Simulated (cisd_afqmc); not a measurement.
Input (AFQMC/CISD/cc-pV(D+d)Z; cisd_afqmc is a phaseless AFQMC code with CISD trial states that reads the integrals written by Ansatz): A basis named .json is the Basis Set Exchange file of that set.

Ansatz 0.2 input:
```python
import cisd_afqmc

open("ham.yaml", "w").write("""\
crystal:
  periodic: [false, false, false]
  atoms:
    - {symbol: Al, position_ang: [-0.01661299, -0.05401206, -0.05441974]}
    - {symbol: H, position_ang: [0.61015751, 0.25512312, 1.46491593]}
    - {symbol: H, position_ang: [-0.05068751, 1.56382303, 0.36775940]}
    - {symbol: H, position_ang: [-0.34350116, -1.11678931, -1.12521869]}
basis:
  gaussian:
    orbitals: cc-pV_D+d_Z.json
total_charge: 1
magnetization: {spin_polarized: true, initial_magnetization: 1}
correlation: {method: ccsd, electrons: outside_noble_gas, hamiltonian_folder: ham}
""")
rep = cisd_afqmc.ansatz("ham.yaml")
e_ccsd = rep["correlation"]["coupled_cluster"]["energy"]["hartree"]
out = cisd_afqmc.run("ham", e_ccsd, trial="CISD", walkers=200, populations=8, threads=8, dt=0.005, steps=40, early=24, settle=10, least=32,
    cut=5e-5, rank_cut=2e-4, target=0.0004, seconds=1500, seed=1, memory=17280, gpu=False)
```

Output:

```
orbitals 33, occupied [3, 2], factors 146 of 376, rank of the doubles 67 of 152
E(HF) = -243.276360
E(CCSD) on the cut factors = -243.355068, shift to the whole factors -0.000017
Energy of the trial state on the determinant = -243.354943
  tau behind 7.2 of longer steps, mean of the populations' last blocks
   2.0  -243.35650
   4.0  -243.35658
   6.0  -243.35640
   8.0  -243.35649
blocks 260 (0 outliers left out), error by blocks joined: 1: 0.00002, 2: 0.00003, 4: 0.00004, 8: 0.00004, 16: 0.00005
E(AFQMC/CISD) = -243.35648 +/- 0.00005
```

The determinant is spin-contaminated: <S^2> is 0.78, 0.03 over the pure value.
